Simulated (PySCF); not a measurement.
# Polarisability and C₆ of W²⁺ (tungsten, charge +2)

[Xe] 4f14 5d4, high-spin 5D determinant. Calculation: PySCF 2.14, in aug-cc-pVQZ-PP with ECP60MDF; a scalar-relativistic core potential. Coupled (time-dependent) response in atomic units; α is the mean over directions.

| method | mean α (bohr³) | α xx, yy, zz | C₆ (like pair) | S(−4) |
| --- | --- | --- | --- | --- |
| BHandHLYP | 12.59 | 12.05, 12.05, 13.68 | 74.11 | 66.80 |

S(−4) is the Cauchy moment in α(ω) = α(0) + S(−4) ω² + …

Spin-orbit coupling is absent.

α(iu) at BHandHLYP:

```
u (hartree)  α(iu) (bohr³)
          0          12.59
     0.0500          12.43
      0.100          11.98
      0.200          10.64
      0.300          9.238
      0.500          7.061
      0.750          5.285
       1.00          4.111
       1.50          2.687
       2.00          1.879
       3.00          1.046
       5.00         0.4458
```

For an ion, C₆ is the dispersion term alone; charge-induced terms of lower order in 1/R come first.

The components differ because the open shell of this determinant is not spherical; for a pure term their mean is the scalar polarisability.

Energies and moments cover only the electrons outside the core potential. Spin-orbit coupling, absent here, splits the open shell strongly.
